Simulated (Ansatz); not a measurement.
`N#CO[SiH3]` at its PBE0-D4/def2-TZVP geometry, where that method's forces vanish. The species carries charge 0 and has multiplicity 1.

```csv
atom,x (Å),y (Å),z (Å)
N1,-0.081,-2.602,-0.833
C2,-0.196,-1.453,-0.837
O3,-0.335,-0.184,-0.872
Si4,0.080,0.856,0.404
H5,-0.275,2.189,-0.115
H6,-0.720,0.477,1.589
H7,1.528,0.717,0.665
```

For each bond, give half the difference of the two atoms' forces along it (eV/Å; positive pushes the atoms apart) under PBE-D4, r2SCAN-D4, B3LYP-D4, ωB97M-V in def2-TZVPP. (Estimate.)

Computed: 
| bond | length (Å) | PBE-D4 | r2SCAN-D4 | B3LYP-D4 | ωB97M-V |
| --- | --- | --- | --- | --- | --- |
| N1–C2 | 1.155 | 1.36 | 0.58 | -0.07 | -0.47 |
| C2–O3 | 1.278 | -0.26 | -0.14 | 0.22 | 0.54 |
| O3–Si4 | 1.697 | 0.15 | 0.01 | 0.06 | 0.01 |
| Si4–H5 | 1.474 | 0.06 | -0.03 | -0.10 | -0.13 |
| Si4–H6 | 1.479 | 0.04 | -0.03 | -0.07 | -0.12 |
| Si4–H7 | 1.479 | 0.04 | -0.03 | -0.07 | -0.12 |

B3LYP here is the variant with VWN-RPA as its local correlation; programs differ in this.
